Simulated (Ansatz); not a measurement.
`FC(F)=C(F)C(F)(F)F` + H₂ → `F/C=C(\F)C(F)(F)F` + H–F at 600 K and 1 bar (hydrogenolysis of a C–F bond).

Calculated with Ansatz (gas phase, PBE0-D4/def2-TZVP geometries, no zero-point term in ΔE). CCSD(T)/CBS is the MP2 limit (def2-TZVPP, def2-QZVPP) plus CCSD(T) − MP2 in def2-TZVPP, frozen cores. This one scheme is used for every species.

| species | CCSD(T)/CBS energy (Eh) | H − E (kJ/mol) | S (J/(mol·K)) |
| --- | --- | --- | --- |
| `FC(F)=C(F)C(F)(F)F` | -712.84598 | 158.2 | 474.7 |
| H₂ | -1.17544 | 43.9 | 150.8 |
| `F/C=C(\F)C(F)(F)F` | -613.66934 | 173.7 | 447.9 |
| H–F | -100.39570 | 42.3 | 194.0 |

H − E and S are ideal-gas, rigid-rotor, harmonic terms from PBE0-D4/def2-TZVP. The MP2-based limit puts H₂ 0.8 mEh under its directly extrapolated value; such offsets cancel only in part. 1 Eh = 2625.50 kJ/mol, R = 8.31446 J/(mol·K).

Question: By hand: ΔE, ΔH, ΔS and ΔG.

Answer: ΔE = (-613.66934) + (-100.39570) − (-712.84598) − (-1.17544) = -0.04362 Eh = -114.5 kJ/mol. Δ(H − E) = 173.7 + 42.3 − 158.2 − 43.9 = 13.9, so ΔH = -100.6 kJ/mol. ΔS = 447.9 + 194.0 − 474.7 − 150.8 = 16.4 J/(mol·K). ΔG = -100.6 − 600 × (16.4)/1000 = -110.4 kJ/mol.

Question: By hand: the equilibrium constant, and the temperature at which ΔG would vanish if ΔH and ΔS stayed fixed.

Answer: log₁₀ K = −ΔG/(RT ln 10) = 9.6. ΔH and −TΔS have one sign here, so there is no such temperature.

ΔH outweighs TΔS. A doubt of 5 kJ/mol in ΔE shifts log₁₀ K by 0.4 here. Modes under 60 cm⁻¹, often nearly free rotors, make the harmonic entropy too high. These are equilibria of isolated gas molecules and say nothing of rates. Largest T1 diagnostic: 0.013 (customary marks: 0.02 for closed shells, 0.045 for open ones).
